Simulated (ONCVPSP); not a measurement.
PBEsol ONCV dataset for beryllium, scalar-relativistic all-electron reference.

Input for ONCVPSP 4.0.1:

```
# ATOM AND REFERENCE CONFIGURATION
# atsym  z   nc   nv     iexc    psfile
  Be 4.00    0    3  -116133      upf
#
#   n    l    f
    1    0    2.00
    2    0    1.75
    2    1    0.25
#
# PSEUDOPOTENTIAL AND OPTIMIZATION
# lmax
    1
#
#   l,   rc,      ep,       ncon, nbas, qcut
    0    0.80    0.00    5   10   15.20
    1    4.00    0.00    4    7    3.20
#
# LOCAL POTENTIAL
# lloc, lpopt,  rc(5),   dvloc0
    4    5    0.60    6.00
#
# VANDERBILT-KLEINMAN-BYLANDER PROJECTORs
# l, nproj, debl
    0    2    1.70
    1    2    3.30
#
# MODEL CORE CHARGE
# icmod, fcfact, rcfact
    0    0.00    0.00
#
# LOG DERIVATIVE ANALYSIS
# epsh1, epsh2, depsh
   -5.00    5.00    0.04
#
# OUTPUT GRID
# rlmax, drl
    6.00    0.01
#
# TEST CONFIGURATIONS
# ncnf
    4
# nvcnf
#   n    l    f
    3
    1    0    2.00
    2    0    2.00
    2    1    0.00
#
    3
    1    0    2.00
    2    0    1.00
    2    1    0.00
#
    3
    1    0    2.00
    2    0    0.00
    2    1    0.00
#
    3
    1    0    2.00
    2    0    1.50
    2    1    0.00
#
```

Command:

```bash
oncvpsp.x < Be.dat > Be.out
```

Resulting log (shortened: citation, most of the input echo, consistency checks and plot data are left out):

```
ONCVPSP  (Optimized Norm-Conservinng Vanderbilt PSeudopotential)
scalar-relativistic version 4.0.1

#   n    l    f        energy (Ha)
    1    0    2.00    -3.8894191E+00
    2    0    1.75    -2.0947266E-01
    2    1    0.25    -7.7713041E-02

Reference configufation results
  iterations    22
  all-electron total energy (Ha)   -1.45022865D+01

Begin loop to  construct optimized pseudo wave functions
and semi-local pseudopoentials for all angular momenta

Calculating optimized projector #   1

 for l=   0

    Fraction of norm inside rc  0.917908
    Optimizing pswf for qcut=  15.22 a_B^-1,  ecut= 115.80 Ha
    Residual kinetic energy error=  1.81D-05 Ha

    Energy error per electron        Cutoff
         Ha          eV             Ha
         0.01000     0.27211       71.54
         0.00100     0.02721       89.83
         0.00010     0.00272      104.24
         0.00001     0.00027      153.03

Calculating optimized projector #   2

 for l=   0

    Fraction of norm inside rc  0.021482
    Optimizing pswf for qcut=  15.22 a_B^-1,  ecut= 115.80 Ha
    Residual kinetic energy error=  2.20D-06 Ha

    Energy error per electron        Cutoff
         Ha          eV             Ha
         0.01000     0.27211       44.00
         0.00100     0.02721       70.26
         0.00010     0.00272       91.51
         0.00001     0.00027      106.95

   Wellstate for l =  1  n =  7
     eigenvalue =   3.2223
     asymptotic potential =   3.7223
     half-point radius =  6.3949

Calculating optimized projector #   1

 for l=   1

    Fraction of norm inside rc  0.743546
    Optimizing pswf for qcut=   3.20 a_B^-1,  ecut=   5.12 Ha
    Residual kinetic energy error=  1.22D-06 Ha

    Energy error per electron        Cutoff
         Ha          eV             Ha
         0.01000     0.27211        2.03
         0.00100     0.02721        3.10
         0.00010     0.00272        3.82
         0.00001     0.00027        4.65

Calculating optimized projector #   2

 for l=   1

    Fraction of norm inside rc  0.238022
    Optimizing pswf for qcut=   3.20 a_B^-1,  ecut=   5.12 Ha
    Residual kinetic energy error=  5.20D-03 Ha

    Energy error per electron        Cutoff
         Ha          eV             Ha
         0.01000     0.27211        5.25
         0.00100     0.02721        6.97
         0.00010     0.00272        9.31
         0.00001     0.00027       14.00

Construct Vanderbilt / Kleinmman-Bylander projectors

B matrix Hermiticity error, ll=   0
   1   2    1.5119E-04

  Orthonormal projector coefficients -1.6680E+01 -5.1300E+00

B matrix Hermiticity error, ll=   1
   1   2    2.5029E-05

  Orthonormal projector coefficients  1.8477E+00 -1.6428E+00

Pseudoatom total energy  -14.304265

Diagnostic tests using Vanderbilt-Kleinman-Bylander pseudopotentials
  1 or more projectors used as specified by nproj input data

   l    rcore       rmatch      e in        delta e   norm test  slope test

   0   0.8037126   0.8281151  -3.8894191   0.0000000   1.0001124   1.0001040
   0   0.8037126   0.8281151  -0.2094727   0.0000043   1.0000391   1.0000356

   1   4.0175159   4.1394964  -0.0777130  -0.0000001   0.9999901   0.9999914
run_diag: lschvkbbe ERROR   2   5   1  60  3.22228696E+00  3.42610303E+00
   1   4.0175159   4.1394964   3.2222870   0.2038161   0.0378138   0.2671599

 Testing for bound ghosts
   n   l    E NL Schr. Eq   E Basis Diag.   E Cutoff

   1   0       -3.889419       -3.889089    693.32
   2   0       -0.209468        0.530842    693.32

   2   1       -0.077713       -0.077471     13.76

 Testing for highly-localized positive-energy ghosts
       l    <radius>/rc     E Basis Diag.   E Cutoff

Test configuration 0

   n   l     f        eae           eps        diff
   1   0  2.0000   -3.88941905   -3.88941905    0.00D+00
   2   0  1.7500   -0.20947266   -0.20946837    4.29D-06
   2   1  0.2500   -0.07771304   -0.07771314   -9.88D-08

    Total energies and differences
      AE_ref= -1.45022865D+01  AE_tst= -1.45022865D+01  dif=  0.00D+00
      PS_ref= -1.43042645D+01  PS_tst= -1.43042645D+01  dif= -1.78D-14
      PSP excitation error=  1.78D-14

Test configuration 1

   n   l     f        eae           eps        diff
   1   0  2.0000   -3.87537489   -3.87155269    3.82D-03
   2   0  2.0000   -0.20371151   -0.20319266    5.19D-04

    Total energies and differences
      AE_ref= -1.45022865D+01  AE_tst= -1.45351781D+01  dif= -3.29D-02
      PS_ref= -1.43042645D+01  PS_tst= -1.43370986D+01  dif= -3.28D-02
      PSP excitation error= -5.75D-05

Test configuration 2

   n   l     f        eae           eps        diff
   1   0  2.0000   -4.29861932   -4.29289790    5.72D-03
   2   0  1.0000   -0.49894035   -0.49789966    1.04D-03

    Total energies and differences
      AE_ref= -1.45022865D+01  AE_tst= -1.41876154D+01  dif=  3.15D-01
      PS_ref= -1.43042645D+01  PS_tst= -1.39903135D+01  dif=  3.14D-01
      PSP excitation error=  7.20D-04

Test configuration 3

   n   l     f        eae           eps        diff
   1   0  2.0000   -4.82856080   -4.81993482    8.63D-03

    Total energies and differences
      AE_ref= -1.45022865D+01  AE_tst= -1.35362135D+01  dif=  9.66D-01
      PS_ref= -1.43042645D+01  PS_tst= -1.33402024D+01  dif=  9.64D-01
      PSP excitation error=  2.01D-03

Test configuration 4

   n   l     f        eae           eps        diff
   1   0  2.0000   -4.07196523   -4.06731429    4.65D-03
   2   0  1.5000   -0.34566437   -0.34488423    7.80D-04

    Total energies and differences
      AE_ref= -1.45022865D+01  AE_tst= -1.43984237D+01  dif=  1.04D-01
      PS_ref= -1.43042645D+01  PS_tst= -1.42006677D+01  dif=  1.04D-01
      PSP excitation error=  2.66D-04
```

The run took about 3.8 s on one core of a shared server CPU.
